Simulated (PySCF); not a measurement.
## Technetium: highly charged ions in a basis for the neutral atom

Tc(10+) [Ar] 3d10 4s2 4p3, Tc(11+) [Ar] 3d10 4s2 4p2. Calculation: PySCF 2.14, in cc-pVDZ-PP with ECP28MDF (4s4p3d1f, 38 functions); a scalar-relativistic core potential. No spin-orbit coupling, so a gap to NIST mixes the basis error with missing relativistic terms.

Changed run: basis of the neutral atom used for a highly charged ion. This setting is unsound on purpose.

```csv
species,method,sound run (hartree),changed run (hartree),converged
Tc(10+),UHF,not run,-49.73055,yes
Tc(10+),TPSS,not run,-49.93486,yes
Tc(10+),M06-L,not run,-50.00763,yes
Tc(11+),UHF,not run,-41.74637,yes
Tc(11+),TPSS,not run,-41.93803,yes
Tc(11+),M06-L,not run,-42.00377,yes
```

Ionisation energy of Tc(10+):

```csv
method,changed run (eV),NIST (eV)
UHF,217.26,214 ± 2.4
TPSS,217.60,214 ± 2.4
M06-L,217.80,214 ± 2.4
```

The contracted functions were made for the neutral atom and can be too rigid for a highly charged ion.
